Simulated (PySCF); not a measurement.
Eu(NH2)2: from a saddle point downhill

PySCF 2.14.0, RKS PBE0, Eu lcecp-0-SVP with ECP53, N def2-SVP, H def2-SVP; non-relativistic Hamiltonian with scalar-relativistic core potentials where named; density fitting; no spin-orbit coupling. Relaxed within the symmetry of its start, the geometry (C2v) is

```xyz
7

Eu    0.0000    0.0000   -0.1613
N     2.1659    0.0000    0.7276
H     2.7088   -0.7998    1.0639
H     2.7088    0.7998    1.0639
N    -2.1659    0.0000    0.7276
H    -2.7088    0.7998    1.0639
H    -2.7088   -0.7998    1.0639
```

and its lowest harmonic modes are -191, -174, 78, 274, 286, 433 cm⁻¹ (negative: unstable). It was moved along the lowest mode and relaxed again, within the group Cs that the move left.

Q: Where does it end, and how much lower?

A: In C2v, 0.171 eV lower, after 20 steps:
```xyz
7

Eu    0.0000   -0.8891   -0.1308
N     1.9346   -0.0257    0.7661
H     2.9198   -0.2181    0.5739
H     1.9588    0.6859    1.5002
N    -1.9346   -0.0257    0.7661
H    -1.9588    0.6859    1.5002
H    -2.9198   -0.2181    0.5739
```

Q: How do the contacts change?

A: 
```json
{"contact": "Eu1–N2 (NH2)", "saddle (Å)": "2.341", "end (Å)": "2.301"}
{"contact": "Eu1–N5 (NH2)", "saddle (Å)": "2.341", "end (Å)": "2.301"}
```


Q: Is the end a minimum?

A: Yes; lowest modes 85, 156, 184, 285, 349, 456 cm⁻¹.

An lcecp potential fixes the number of 4f electrons, so in runs with it no electron can move into or out of that shell.

State: singlet in the valence, with the 4f electrons in the core potential.
